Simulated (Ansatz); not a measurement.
The cluster Ge2H3 (the lowest doublet isomer of a short search). Total charge 0; doublet. Geometry r2SCAN-D4/def2-TZVP, basis def2-TZVP, Ansatz.

```xyz
5

Ge    0.065    0.347    0.543
Ge   -0.993   -1.344   -0.796
H    -0.374    0.698    1.983
H     0.047   -0.983   -1.948
H     1.254    1.282    0.218
```

| run | HOMO (eV) | LUMO (eV) |
| --- | --- | --- |
| A | -6.28 | -3.62 |
| B | -5.84 | -4.25 |
| C | -6.84 | -2.79 |
| D | -8.07 | -1.71 |
| E | -5.45 | -4.50 |
| F | -7.98 | -1.85 |

The structure comes from a short search, and lower isomers may exist.

HOMO and LUMO are taken over both spins.

Problem. The runs used BHLYP, PBE, PBE0, r2SCAN, ωB97M-V, ωB97X-V. Estimate which is which.

Solution. A PBE0 (25 % exact exchange); B r2SCAN (0 % exact exchange); C BHLYP (50 % exact exchange); D ωB97X-V (range-separated); E PBE (0 % exact exchange); F ωB97M-V (range-separated). Exact exchange lowers occupied and raises empty levels; among semilocal functionals meta-GGAs tend to open the gap a little, and such runs are hard to tell apart. The gap grows from 0.96 eV (PBE) to 6.36 eV (ωB97X-V).
